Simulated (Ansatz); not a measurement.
Sn4Cl4⁺. Charge 1, multiplicity 2. Geometry PBE0-D4/def2-SVP, that of the neutral singlet; atoms count from 1.

```xyz
8

Sn    0.648   -0.386   -2.147
Sn   -0.859    1.556   -0.150
Sn    2.219    0.330    0.366
Sn   -1.418   -1.740   -0.358
Cl    1.399    2.710    0.996
Cl    1.450   -2.358   -0.556
Cl   -3.206    0.089    0.093
Cl   -0.233   -0.201    1.756
```

In the def2 sets Sn takes a core potential; there is no spin–orbit coupling. The structure comes from a short search, and lower isomers may exist.

Q: Estimate the Mulliken populations from the PBE0/def2-SVP orbitals of Ansatz.

A: 
```tsv
atom	charge (e)	spin (α − β)
Sn1	0.24	0.43
Sn2	0.57	-0.10
Sn3	0.69	0.32
Sn4	0.69	0.31
Cl5	-0.30	0.02
Cl6	-0.31	-0.01
Cl7	-0.30	0.02
Cl8	-0.29	0.00
```
Mulliken values and Mayer orders depend strongly on the basis.

Q: Where does the spin sit?

A: Summed by element: Sn 0.96, Cl 0.04, of 1 unpaired in all. Largest on single atoms: Sn1 0.43, Sn3 0.32, Sn4 0.31.

Q: And the Mayer bond orders between bonded heavy atoms (over 0.3)?

A: Sn1–Sn2 0.52 (3.17 Å); Sn1–Sn3 0.52 (3.05 Å); Sn1–Sn4 0.53 (3.05 Å); Sn1–Cl6 0.55 (2.66 Å); Sn2–Cl5 0.41 (2.78 Å); Sn2–Cl7 0.42 (2.78 Å); Sn2–Cl8 0.45 (2.67 Å); Sn3–Cl5 0.68 (2.59 Å); Sn3–Cl8 0.35 (2.87 Å); Sn4–Cl7 0.68 (2.60 Å); Sn4–Cl8 0.35 (2.87 Å).
